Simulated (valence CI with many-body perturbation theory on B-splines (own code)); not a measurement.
Ag³³⁺: electric-dipole lines

Level of theory: relativistic CI+MBPT: four valence electrons over a frozen Dirac-Fock core [Ne], radial functions for each j: 11 s, 11 p, 10 d, 8 f, 5 g, 2 h, with the one-electron correlation potential Σ1 (screened to all orders), the two-electron term Σ2, the three-electron term Σ3, Breit, model QED; selected single and double excitations, second order for the rest, scaled by the run's own slope (own B-spline code, finite nucleus).

The last digits are not significant, and no measured levels were compared; by estimate large intervals hold to a few tenths of a per cent, small ones and those within an open d or f shell to about a per cent. Among the levels kept, up to 700 cm⁻¹ of a level comes from second order outside the variational space, and about a tenth of that is noise between levels of different J, which matters for small intervals.

Lines 151 to 200 of 546 in falling wavelength, among levels below 34.771 Ry, chosen from the strongest by gf and those to the six lowest levels. Wavelengths and rates use the calculated energies. Electric multipoles are in the length gauge, E1 and E2 with the static RPA response of the core. Weak lines are less certain than strong ones. Lines between different terms over intervals too small for the method are left out, as are lines whose strength nearly cancels. Where a level lies close to another of its J and parity, the split of strength between their lines is uncertain. The highest levels of a list are the least certain.

Levels are named by their leading jj configuration (3d3/2^4 stands for four electrons in 3d with j = 3/2), which in mixed levels can hold well under half, so a name can repeat and another be missing. Letters in brackets count levels of one name in rising energy.

```tsv
λ vac (Å)	Upper	Lower	A (s⁻¹)	S (a.u.)
90.01	(3p1/2^2 3p3/2^2) J=2	(3s 3p1/2^2 3p3/2) J=2	1.66e+10	3.00e-02
90.00	(3s 3p1/2^2 3d5/2) J=3	(3s 3p1/2^2 3p3/2) J=2	2.04e+10	5.14e-02
89.98	(3p1/2 3p3/2^2 3d5/2) J=3 [a]	(3s 3p1/2 3p3/2 3d5/2) J=4 [b]	9.57e+09	2.41e-02
89.95	(3s 3p1/2 3p3/2 3d5/2) J=1 [a]	(3s 3p1/2 3p3/2^2) J=2 [a]	2.64e+10	2.85e-02
89.93	(3s 3p1/2 3p3/2 3d5/2) J=2 [d]	(3s^2 3p1/2 3d5/2) J=2	3.27e+10	5.88e-02
89.92	(3s 3p3/2^2 3d5/2) J=2 [b]	(3s^2 3p3/2 3d5/2) J=1 [a]	5.93e+10	1.06e-01
89.90	(3s 3p3/2^2 3d3/2) J=1 [c]	(3s^2 3p3/2 3d3/2) J=2	7.27e+10	7.82e-02
89.86	(3s 3p3/2 3d3/2 3d5/2) J=3 [b]	(3s 3p1/2 3p3/2 3d5/2) J=3 [e]	1.52e+10	3.81e-02
89.82	(3s^2 3d3/2 3d5/2) J=3	(3s^2 3p3/2 3d3/2) J=2	1.31e+10	3.28e-02
89.77	(3s 3p1/2 3d3/2 3d5/2) J=3 [b]	(3s 3p1/2 3p3/2 3d3/2) J=2 [d]	1.91e+10	4.78e-02
89.71	(3s 3p3/2^2 3d5/2) J=4 [b]	(3s^2 3p3/2 3d3/2) J=3	7.73e+10	2.48e-01
89.70	(3s 3p1/2 3d5/2^2) J=3	(3s 3p1/2 3p3/2 3d5/2) J=4 [c]	1.50e+10	3.73e-02
89.69	(3p1/2 3p3/2^2 3d5/2) J=2 [a]	(3s 3p1/2 3p3/2 3d5/2) J=2 [b]	2.59e+10	4.61e-02
89.62	(3s 3p3/2 3d5/2^2) J=4 [a]	(3s 3p3/2^2 3d3/2) J=3 [a]	1.00e+10	3.20e-02
89.53	(3p1/2 3p3/2^2 3d5/2) J=2 [b]	(3s 3p1/2 3p3/2 3d3/2) J=1 [d]	1.34e+10	2.38e-02
89.53	(3s 3p3/2^2 3d3/2) J=1 [a]	(3s 3p1/2 3p3/2^2) J=1 [b]	3.83e+10	4.07e-02
89.47	(3s^2 3p1/2 3d5/2) J=3	(3s^2 3p1/2 3p3/2) J=2	3.88e+10	9.61e-02
89.41	(3p1/2 3p3/2^2 3d5/2) J=1 [b]	(3s 3p1/2 3p3/2 3d5/2) J=2 [b]	2.44e+10	2.58e-02
89.29	(3s 3p1/2 3d3/2 3d5/2) J=4 [a]	(3s 3p1/2 3p3/2 3d3/2) J=3 [a]	3.48e+10	1.10e-01
89.27	(3p1/2 3p3/2^2 3d5/2) J=2 [d]	(3s 3p1/2 3p3/2 3d5/2) J=2 [e]	3.18e+10	5.58e-02
89.24	(3s 3p1/2 3p3/2 3d5/2) J=1 [c]	(3s^2 3p1/2 3d3/2) J=1	3.05e+10	3.21e-02
89.22	(3s 3p3/2 3d3/2 3d5/2) J=3 [c]	(3s 3p3/2^2 3d5/2) J=4 [a]	1.09e+10	2.67e-02
89.16	(3s 3p1/2 3p3/2 3d5/2) J=2 [e]	(3s^2 3p1/2 3d5/2) J=2	3.07e+10	5.37e-02
89.01	(3p1/2 3p3/2^2 3d3/2) J=2 [a]	(3s 3p1/2 3p3/2 3d3/2) J=1 [a]	4.00e+10	6.95e-02
88.96	(3s 3p3/2 3d5/2^2) J=4 [b]	(3s 3p3/2^2 3d5/2) J=5	6.55e+10	2.05e-01
88.92	(3s 3p3/2 3d3/2 3d5/2) J=2 [b]	(3s 3p3/2^2 3d3/2) J=1 [a]	1.80e+10	3.13e-02
88.78	(3s 3p1/2 3d3/2 3d5/2) J=5 [a]	(3s 3p1/2 3p3/2 3d5/2) J=4 [b]	2.88e+10	1.09e-01
88.75	(3s 3p3/2 3d3/2 3d5/2) J=2 [c]	(3s 3p3/2^2 3d3/2) J=2 [a]	3.33e+10	5.75e-02
88.66	(3p1/2^2 3p3/2 3d5/2) J=4	(3s 3p1/2^2 3d5/2) J=3	3.08e+10	9.54e-02
88.64	(3s 3p3/2 3d3/2 3d5/2) J=3 [b]	(3s 3p1/2 3p3/2 3d5/2) J=2 [c]	1.99e+10	4.79e-02
88.53	(3s 3p3/2 3d3/2 3d5/2) J=3 [c]	(3s 3p1/2 3p3/2 3d5/2) J=3 [e]	2.39e+10	5.73e-02
88.51	(3p1/2 3p3/2^2 3d5/2) J=2 [d]	(3s 3p1/2 3p3/2 3d5/2) J=2 [d]	6.06e+10	1.04e-01
88.49	(3s 3p3/2 3d3/2 3d5/2) J=3 [d]	(3s 3p3/2^2 3d3/2) J=3 [a]	1.56e+10	3.73e-02
88.37	(3p1/2 3p3/2^2 3d3/2) J=1 [d]	(3s 3p3/2^2 3d5/2) J=0 [a]	3.39e+10	3.46e-02
88.28	(3s 3p1/2 3d3/2 3d5/2) J=3 [a]	(3s 3p1/2 3p3/2 3d3/2) J=2 [a]	1.09e+10	2.59e-02
88.23	(3s 3p1/2 3d3/2 3d5/2) J=4 [c]	(3s 3p1/2 3p3/2 3d5/2) J=3 [c]	4.40e+10	1.34e-01
88.20	(3s 3p1/2 3d5/2^2) J=5	(3s 3p1/2 3p3/2 3d5/2) J=5	2.59e+10	9.64e-02
88.17	(3s 3p3/2^2 3d3/2) J=2 [b]	(3s^2 3p3/2 3d3/2) J=3	3.41e+10	5.76e-02
88.17	(3s 3p3/2 3d3/2 3d5/2) J=2 [a]	(3s 3p1/2 3p3/2 3d5/2) J=2 [d]	3.74e+10	6.32e-02
88.15	(3s^2 3p1/2 3d3/2) J=1	(3s^2 3p1/2 3p3/2) J=2	3.81e+10	3.86e-02
88.10	(3s^2 3d3/2 3d5/2) J=4	(3s^2 3p3/2 3d5/2) J=3	1.99e+11	6.06e-01
88.09	(3s 3p3/2^2 3d3/2) J=2 [d]	(3s^2 3p3/2 3d5/2) J=2 [b]	1.53e+10	2.58e-02
87.94	(3s 3p1/2 3p3/2^2) J=2 [b]	(3s^2 3p1/2 3p3/2) J=1	2.96e+10	4.97e-02
87.90	(3p1/2 3p3/2^2 3d5/2) J=4 [b]	(3s 3p1/2 3p3/2 3d5/2) J=3 [a]	5.58e+10	1.68e-01
87.87	(3s 3p1/2 3d3/2 3d5/2) J=5 [b]	(3s 3p1/2 3p3/2 3d5/2) J=4 [c]	2.07e+10	7.64e-02
87.83	(3p1/2 3p3/2^2 3d5/2) J=3 [a]	(3s 3p1/2 3p3/2 3d5/2) J=4 [a]	2.58e+10	6.03e-02
87.76	(3p1/2^2 3p3/2 3d5/2) J=1	(3s 3p1/2 3p3/2 3d3/2) J=0 [a]	4.01e+10	4.01e-02
87.73	(3s 3p3/2^2 3d5/2) J=3 [c]	(3s^2 3p3/2 3d5/2) J=3	1.40e+11	3.26e-01
87.72	(3s 3p1/2 3d3/2 3d5/2) J=2 [b]	(3s 3p1/2 3p3/2 3d3/2) J=2 [c]	1.48e+10	2.47e-02
87.67	(3s 3p3/2 3d3/2 3d5/2) J=1 [b]	(3s 3p3/2^2 3d3/2) J=1 [a]	2.99e+10	2.98e-02
```
